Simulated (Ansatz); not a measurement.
Program: Ansatz 0.2.0.

A structure relaxed at PBE0-D4/def2-TZVP, charge 0, multiplicity 1:

```xyz
11

C    -0.5902    1.0971   -1.9189
C    -0.1465    0.1437   -1.0881
B    -0.1046    0.3870    0.4278
Si    0.5394   -1.0242    1.7179
H    -0.6410    0.9631   -2.9968
H    -0.9233    2.0562   -1.5327
H     0.1737   -0.7986   -1.5308
H    -0.4738    1.4616    0.8139
H    -0.2717   -2.2682    1.5576
H     0.4859   -0.6274    3.1513
H     1.9521   -1.3904    1.3987
```

Task: Give its formula and SMILES.

Result: C2H7BSi, `C=CB[SiH3]`.

Task: Point group (tolerance 0.08 Å, 0.16 Å for H)?

Result: Cs.

Task: Summarise the bond lengths by kind.

Result: 1 × C–C 1.340 Å; 3 × C–H 1.086 to 1.089 Å; 1 × B–C 1.536 Å; 1 × B–Si 2.018 Å; 1 × B–H 1.200 Å; 3 × H–Si 1.488 to 1.494 Å.
